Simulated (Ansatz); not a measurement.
`O[SiH2]F` + HI → `O[SiH2]I` + H–F at 298.15 K and 1 bar (ligand exchange at the Si–F bond).

Calculated with Ansatz (gas phase, PBE0-D4/def2-TZVP geometries, no zero-point term in ΔE). CCSD(T)/CBS adds triple-zeta CCSD(T) − MP2 to the extrapolated MP2 energy (def2 sets, frozen cores). This one scheme is used for every species. Elements past krypton have def2 core potentials. For I outer-core shells are correlated without core-valence functions, which leaves a few kJ/mol of doubt a bond. Each species was taken in one conformer, which may not be the lowest.

```
   species  CCSD(T)/CBS energy (Eh)  H − E (kJ/mol)  S (J/(mol·K))
`O[SiH2]F`               -465.96250           103.4          276.2
        HI               -298.03592            22.7          206.5
`O[SiH2]I`               -663.58059            99.3          309.7
       H–F               -100.39570            33.5          173.6
```

H − E and S are ideal-gas, rigid-rotor, harmonic terms from PBE0-D4/def2-TZVP, for one conformer and one mirror image of each species. 1 Eh = 2625.50 kJ/mol, R = 8.31446 J/(mol·K).

**Question.** By hand: ΔE, ΔH, ΔS and ΔG.

**Answer.** ΔE = (-663.58059) + (-100.39570) − (-465.96250) − (-298.03592) = 0.02213 Eh = 58.1 kJ/mol. Δ(H − E) = 99.3 + 33.5 − 103.4 − 22.7 = 6.7, so ΔH = 64.8 kJ/mol. ΔS = 309.7 + 173.6 − 276.2 − 206.5 = 0.6 J/(mol·K). ΔG = 64.8 − 298.15 × (0.6)/1000 = 64.6 kJ/mol.

**Question.** By hand: the equilibrium constant, and the temperature at which ΔG would vanish if ΔH and ΔS stayed fixed.

**Answer.** log₁₀ K = −ΔG/(RT ln 10) = -11.3. ΔG = 0 at ΔH/ΔS = 108000 K, far beyond where these terms or the molecules hold.

The number of gas molecules stays the same, so ΔS is small and ΔH decides. A doubt of 5 kJ/mol in ΔE shifts log₁₀ K by 0.9 here. Other conformers and mirror images would add mixing entropy, several J/(mol·K) or more a flexible species. These are equilibria of isolated gas molecules and say nothing of rates. Largest T1 diagnostic: 0.011 (customary marks: 0.02 for closed shells, 0.045 for open ones).
